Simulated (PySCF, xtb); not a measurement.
K(I) cation (IK), SMILES [I][K] (connectivity only; charge and spin as stated), charge +1, multiplicity 2.

Harmonic wavenumbers (cm⁻¹) from GFN2-xTB in xtb at its own minimum, in rising order: 48.

Problem. What does PBE0-D3(BJ)/def2-TZVPD (PySCF) give at its own minimum? (An estimate is asked for; the answer gives what the named calculation found.)

Solution. 80. Paired by order, the mean absolute difference is 31 cm⁻¹ and the zero-point energies are 0.1 and 0.1 kcal/mol.
